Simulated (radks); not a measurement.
Task: Bi II, configuration [Xe] 4f13 5d10 6s2 6p3 (not the ground configuration). Method: Dirac Kohn-Sham, PBE, spin-unpolarised, spherical densities, finite nucleus; open shells fill j = l - 1/2 first; Fermi nuclear charge, rms radius 5.5211 fm; computed with a radial shooting solver on a logarithmic mesh with Libxc functionals.

Spin-orbit splittings of the eigenvalues, e(l+1/2) - e(l-1/2), with zeta = 2 splitting/(2l+1) and mean radii in bohr:

| shell | occ. | splitting (eV) | zeta (eV) | <r> j=l-1/2 | <r> j=l+1/2 |
|---|---|---|---|---|---|
| 2p | 6 | 2319 | 1546 | 0.05389 | 0.06293 |
| 3p | 6 | 519.2 | 346.1 | 0.1615 | 0.1780 |
| 3d | 10 | ? | ? | 0.1545 | 0.1595 |
| 4p | 6 | 129.0 | 85.97 | 0.3767 | 0.4109 |
| 4d | 10 | 24.19 | 9.677 | 0.4138 | 0.4246 |
| 4f | 13 | 5.644 | 1.613 | 0.4315 | 0.4373 |
| 5p | 6 | 25.80 | 17.20 | 0.8710 | 0.9565 |
| 5d | 10 | 3.322 | 1.329 | 1.160 | 1.199 |
| 6p | 3 | 2.637 | 1.758 | 2.449 | 2.755 |

Estimate the 3d splitting.

Result: 110.1 eV (zeta = 44.02 eV).
